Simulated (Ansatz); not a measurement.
Program: Ansatz. Geometries: PBE0-D4/def2-TZVP. ΔE: electronic, gas phase. CCSD(T)/CBS adds triple-zeta CCSD(T) − MP2 to the extrapolated MP2 energy (def2 sets, frozen cores). This one scheme is used for every species. Each species was taken in one conformer, which may not be the lowest.

Consider the cleavage of the Si–Si bond: `C[SiH2][SiH2]Cl` + `CC=N` → `C/C=N\[SiH2]Cl` + `C[SiH3]`.

```
          species  CCSD(T)/CBS(def2) energy (Eh)
`C[SiH2][SiH2]Cl`                    -1080.25285
           `CC=N`                     -133.79309
 `C/C=N\[SiH2]Cl`                     -883.32511
        `C[SiH3]`                     -330.73916
```

Work out ΔE.

ΔE = (-883.32511) + (-330.73916) − (-1080.25285) − (-133.79309) = -0.01833 Eh = -0.50 eV.

Largest T1 diagnostic among the species: 0.012.

In def2-TZVPP, CCSD(T) changes the Hartree–Fock value by +0.15 eV (the triples alone add +0.01 eV) and MP2 by +0.05 eV.
